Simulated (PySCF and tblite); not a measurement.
Values are calculated unless marked as measured or tabulated.
C₆H₇BrO, numbered as in [O:1]=[C:2]1[CH:3]=[CH:4][C@H:5]([Br:6])[CH2:7][CH2:8]1.

The ensemble was built from 60 distance-geometry starts (ETKDG and KDG, MMFF94s, GFN2-xTB) and rests on GFN2-xTB geometries. Weights use B3LYP-D3(BJ)/def2-SVP (IEF-PCM, dichloromethane) energies plus GFN2-xTB zero-point and thermal terms (modes under about 100 cm⁻¹ blended into free rotors). Symmetry numbers and mirror images are counted. Conformers within 2.5 kcal/mol (GFN2-xTB free energy) were kept, 3 at most. Of two unlike H on one atom, a is the less shielded (KT3/pcSseg-1 (IEF-PCM, dichloromethane)). Codes: tblite and PySCF.

An NOE distance is ⟨r⁻⁶⟩^(−1/6) over all pairs of like atoms and, for the average, over conformers.

The 6-ring runs over atoms 2–3–4–5–7–8.

```json
{"conformer": "1", "shape": "6-ring half-chair (ring torsions -1, -19, 47, -56, 36, -8°)", "weight %": "89.4"}
{"conformer": "2", "shape": "6-ring envelope (ring torsions 2, 22, -52, 59, -36, 5°)", "weight %": "10.6"}
```

(1) Which H–H contacts under 3.5 Å would NOEs report (pairs on one atom left out) at 298.15 K?

(2) In a model where alignment follows shape alone (order matrix 0.002 × (3G/tr G − 1)/2, G the second moments of the atom positions; splitting J + 2D), what are the one-bond C–H dipolar couplings D?

Answers

(1) 
```csv
pair,in 1 (Å),in 2 (Å),average (Å)
H5 ··· H7a,2.44,2.46,2.44
H3 ··· H4,2.45,2.44,2.45
H4 ··· H5,2.45,2.67,2.46
H7b ··· H8a,2.49,2.51,2.50
H7a ··· H8b,2.51,2.51,2.51
H7b ··· H8b,2.51,3.06,2.54
H5 ··· H7b,2.54,3.06,2.57
H7a ··· H8a,3.06,2.50,2.95
```

Longer pairs under the limit may be missing.

(2) H3 -6.6 Hz (-6.6 in conformer 1), H4 -7.0 Hz (-6.9 in conformer 1), H5 -0.1 Hz (-1.8 in conformer 1), H7b -3.5 Hz (-5.8 in conformer 1), H7a 11.7 Hz (13.6 in conformer 1), H8a 11.6 Hz (13.6 in conformer 1), H8b -3.0 Hz (-5.2 in conformer 1).
